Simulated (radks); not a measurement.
Correlation energies from several functionals, in hartree. Species: Au [Xe] 4f14 5d10 6s1; Tl2+ [Xe] 4f14 5d10 6s1; Ca [Ar] 4s2; In2+ [Kr] 4d10 5s1. Method: non-relativistic Kohn-Sham, PBE, spin-polarised, spherical densities, point nucleus; computed with a radial shooting solver on a logarithmic mesh with Libxc functionals. Every spin shell is full or empty, so the densities are truly spherical. Functionals are evaluated on that one density, not self-consistently.

| functional | Au | Tl2+ | Ca | In2+ |
|---|---|---|---|---|
| PW92 | -8.2048 | -8.3462 | -1.5764 | -4.5663 |
| PZ | -8.2108 | -8.3526 | -1.5739 | -4.5638 |
| Wigner | -4.2593 | -4.2791 | -1.0191 | -2.5110 |
| Chachiyo | -8.1138 | -8.2560 | -1.5489 | -4.5064 |
| PBE | -4.8333 | -4.9159 | -0.77391 | -2.5407 |
| TPSS | -4.8301 | -4.9123 | -0.77939 | -2.5413 |
| SCAN | -4.8744 | -4.9392 | -0.77301 | -2.5305 |
| r2SCAN | -4.8883 | -4.9532 | -0.78040 | -2.5444 |
| Tao-Mo | -4.7245 | -4.8075 | -0.71722 | -2.4548 |
